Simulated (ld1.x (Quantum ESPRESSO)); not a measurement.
## Reading a pseudo-wave (vanadium)

Columns: radius, all-electron u(r) and pseudo u(r) of the 3d shell (level -8.76 eV) of vanadium in the configuration [Ne] 3s2 3p6 3d3 4s1.5 4p0; PBEsol, scalar-relativistic, TM semilocal scheme, ld1.x (Quantum ESPRESSO) 7.5.

```tsv
r (bohr)	all-electron	pseudo
0.108	0.0477	0.0134
0.215	0.1996	0.0946
0.322	0.3831	0.2634
0.430	0.5476	0.4808
0.538	0.6722	0.6740
0.645	0.7549	0.7939
0.752	0.8012	0.8410
0.860	0.8189	0.8416
0.968	0.8154	0.8227
1.075	0.7975	0.7985
1.182	0.7703	0.7703
1.290	0.7370	0.7370
1.398	0.7004	0.7004
1.505	0.6627	0.6627
1.612	0.6248	0.6248
1.720	0.5873	0.5873
1.828	0.5509	0.5509
1.935	0.5164	0.5164
2.042	0.4836	0.4836
2.150	0.4522	0.4522
2.258	0.4227	0.4227
2.365	0.3953	0.3953
2.472	0.3695	0.3695
2.580	0.3450	0.3450
2.688	0.3220	0.3220
2.795	0.3007	0.3007
```

How many radial nodes do the two functions have?

The all-electron 3d function has n − l − 1 = 0; the pseudo-wave has 0.

At about which radius was the pseudo-wave matched?

1.25 bohr, where the columns begin to agree (steps of 0.11 bohr).

Is the pseudo-wave norm-conserving?

Yes: the TM semilocal scheme keeps the norm inside the radius equal to the all-electron one, which fixes the energy derivative of the logarithmic derivative at the level.
